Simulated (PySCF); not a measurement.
An unknown shows these calculated signals:

¹H NMR (400 MHz, computed): δ 6.21 (t, 1H), 4.28 (d, 2H), 3.45 (m, 2H), 2.90 (m, 2H), 1.60 (t, 1H).

¹³C{¹H} NMR (computed): δ 136.9 (CH), 83.9 (C), 79.7 (CH), 46.9 (CH2), 43.9 (CH2), 37.7 (CH2).

- geometry: GFN2-xTB
- shieldings: GIAO PBE0/pcSseg-1
- code: PySCF 2.14
- non-relativistic Hamiltonian, one computed conformer, gas phase, averaged over atoms made equivalent by symmetry, fast rotation or ring inversion

Scale: TMS for ¹H, ¹³C (reference shieldings calculated alike).

Question: Which of these does the molecule contain: a three-membered ring, an N-methyl group, a C≡C triple bond, an ester?

Answer: 
- A three-membered ring: no.
- An N-methyl group: no.
- A C≡C triple bond: yes (δC 79.7, 83.9; δH 1.60 (t)).
- An ester: no.

The data belong to `InChI=1S/C6H8N2/c1-2-5-8-6-3-4-7-8/h1,4H,3,5-6H2`; they needn't prove each group on their own.

Carbon signals by region: 1 in the sp2 and nitrile region (100–160 ppm), 2 at 50–100 ppm, 3 below 50 ppm.

Shifts are as computed. Against solution values, carbons near 30 ppm lie about +3 ppm off and those near 130 ppm about +5 ppm. Of 1211 compounds with measured shifts, 218 miss one by over three times the rms of a fit or turn the order of signals round; such compounds aren't used in these exercises. Multiplicities follow the n + 1 count of equivalent neighbours, as no J values were calculated; m marks all less simple cases, F and P coupling included.
